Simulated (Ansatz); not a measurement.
Reaction (ligand exchange at a B–N bond): `NB(O)Cl` + H₂S → `OB(S)Cl` + NH₃

Program: Ansatz. Geometries: PBE0-D4/def2-TZVP. ΔE: electronic, gas phase. CBS: MP2 limit from def2 TZ/QZ plus the TZ coupled-cluster correction, frozen cores. This one scheme is used for every species. DFT in def2-TZVPP. One conformer a species, not always the lowest.

CCSD(T)/CBS gives +44.7 kJ/mol.

**Question.** Another level gave +56.0 kJ/mol. Which?
A. LDA (SPW92)/def2-TZVPP
B. MP2/def2-TZVPP
C. BHLYP/def2-TZVPP
D. revPBE-D4/def2-TZVPP

**Answer.** C. BHLYP 56.0, MP2/def2-TZVPP 42.3, LDA (SPW92) 48.0, revPBE-D4 36.3 kJ/mol.

Largest T1 diagnostic among the species: 0.012.

From r2SCAN to r2SCAN0 (25 % exact exchange), in def2-TZVPP and without D4, ΔE moves by +3.5 kJ/mol. Leaving LDA and LC-ωPBE aside and taking each functional with its dispersion term where it has one, the values, not all of them listed here, spread over 17.5 kJ/mol, from revPBE-D4 to CAM-B3LYP-D4. LDA lies +8.0 kJ/mol from PBE without D4.
